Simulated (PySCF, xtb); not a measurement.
CH₄BI, SMILES CBI.

GFN2-xTB in xtb at its own geometry gives an orbital gap of 3.67 eV and a dipole moment of 4.14 D.

Geometry: B3LYP-D3(BJ)/def2-SVP. The def2 effective core potentials stand for the cores of I; spin–orbit coupling is left out.

Problem. What does PBE0/def2-TZVPD (PySCF) give? (The exact figures need the calculation; the answer reports its results.)

Solution. gap 5.71 eV (levels -7.38 and -1.67 eV), dipole 1.52 D.
